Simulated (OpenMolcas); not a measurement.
**Kr4+: effect of the active space**

| Property | Result |
| --- | --- |
| Program | OpenMolcas |
| Method | XMS-CASPT2 or its RAS form, IPEA 0.25 Eh, imaginary shift 0.1 Eh |
| Basis | ANO-RCC-VTZP |
| Scalar Hamiltonian | DKH2, point nucleus |
| Spin-orbit coupling | state interaction with AMFI integrals over the reference wave functions, term energies averaged over their components |

A. 2 electrons in 3 orbitals (4p); 2S+1 = 3 even, 3 roots; 2S+1 = 1 even, 6 roots; closed shells correlated: 3d 4s; CASPT2 step roughly 0.8 core-seconds
B. 4 electrons in 9 orbitals (RAS2 4s 4p; RAS3 4d, at most 2 electrons); 2S+1 = 3 even, 6 roots; 2S+1 = 1 even, 12 roots; 2S+1 = 5 odd, 1 root; 2S+1 = 3 odd, 9 roots; 2S+1 = 1 odd, 8 roots; closed shells correlated: 3d; CASPT2 step roughly 15 core-seconds

Energies in cm-1 above 4s2 4p2 3P0, the measured ground level; measured values from Saloman, J. Phys. Chem. Ref. Data 36, 215 (2007).

```json
{"Level": "4s2 4p2 3P0", "A": "0.0", "B": "0.0", "Measured": "0.0"}
{"Level": "4s2 4p2 3P1", "A": "3340", "B": "3270", "Measured": "3743"}
{"Level": "4s2 4p2 3P2", "A": "7020", "B": "6900", "Measured": "7595"}
{"Level": "4s2 4p2 1D2", "A": "19440", "B": "19500", "Measured": "19723"}
{"Level": "4s2 4p2 1S0", "A": "40100", "B": "39830", "Measured": "39204"}
```

Deviations, from unrounded energies. A percentage is the sum of absolute deviations over the sum of measured energies, with the sign that they share, or ± where signs differ.

```tsv
Against measurement	Levels	A	B
mean absolute deviation (cm-1)	4	540	500
fine structure of the ground term (%)	2	-8.6	-10.3
other terms of the ground configuration (%)	2	±2.0	±1.4
```

B lies closest to measurement on these levels. The largest miss of B in the table is 4s2 4p2 3P2, by -700 cm-1. The ranking rests on the paired levels alone, and a cruder setting can come out closer through cancelling errors.

The two smallest mean deviations differ by little beside CASPT2's spread within terms, so their order carries little weight.

Between A and B the level of the table that moves most is 4s2 4p2 1S0, by 280 cm-1 (lowest in B, highest in A). Moves below CASPT2's spread within the term are not significant.

CASPT2 breaks the degeneracy within a term, and the mean is taken; among the terms shown or strongly mixed into the levels shown the widest spread is 290 cm-1 (4s2 4p2 1D, A). With the s shell closed, the reference lacks s² → p² mixing (holds for A). Active for correlation alone: 4d; no level in the range computed is led by a configuration that fills it, so any true level of that kind is missing (holds for B). Computed and measured levels are paired by configuration, term and J; levels that our copy of the source lacks, or whose pairing is in doubt (as where it misses far off the trend of its configuration), stay unpaired and out of the deviations. Levels of configurations outside the active space are missing. Levels that lie high or do not pair safely by name in every column are left out.
